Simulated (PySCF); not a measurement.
**Molecular orbitals of BiF**

PBE0 at R = 2.039 Å; Bi cc-pVTZ-PP with ECP60, F cc-pVTZ; scalar-relativistic core potentials (PySCF 2.14). State: quintet, unpaired electrons σ ↑↑, π ↑↑, a second solution, started from another occupation. Only the outer orbitals are listed, counted within each symmetry, core potentials removing the inner ones.

```csv
spin,orbital,occ.,ε (eV),on Bi (%),main shells (%)
α,6σ,1,-18.62,52,"50 Bi s, 47 F p"
α,7σ,1,-15.00,56,"49 Bi s, 44 F p"
α,3π,1,-14.19,3,97 F p
α,3π,1,-14.19,3,97 F p
α,4π,1,-6.33,98,98 Bi p
α,4π,1,-6.33,98,98 Bi p
α,8σ,1,-4.52,98,92 Bi p
α,9σ,0,2.40,101,100 Bi s
α,2δ,0,4.64,100,100 Bi d
α,2δ,0,4.64,100,100 Bi d
β,6σ,1,-14.98,80,"79 Bi s, 19 F p"
β,3π,1,-13.24,3,97 F p
β,3π,1,-13.24,3,97 F p
β,7σ,0,-8.36,34,"66 F p, 20 Bi s, 13 Bi p"
β,4π,0,-2.31,99,99 Bi p
β,4π,0,-2.31,99,99 Bi p
```

Problem. Which are the highest filled and the lowest empty level, where do they sit, and how wide is the gap?

Solution. Highest filled α 8σ at -4.52 eV (in %: 92 Bi p); lowest empty β 7σ at -8.36 eV (in %: 66 F p, 20 Bi s, 13 Bi p); the gap at PBE0 is -3.84 eV.

```json
{"bond order (Mayer)": "0.50", "⟨S²⟩": "6.005", "charge on Bi (Mulliken, basis-dependent)": "0.02", "charge on Bi (Löwdin, basis-dependent)": "-0.02", "dipole moment (positive dipole means Bi(−)F(+))": "0.59 D"}
```

Shares are Mulliken populations and can fall outside 0 to 100 %.

Spin–orbit coupling is left out, which matters for elements this heavy, above all for dissociation energies. Counting both spins, an empty level lies below a filled one in this solution, because spin and occupation are held.
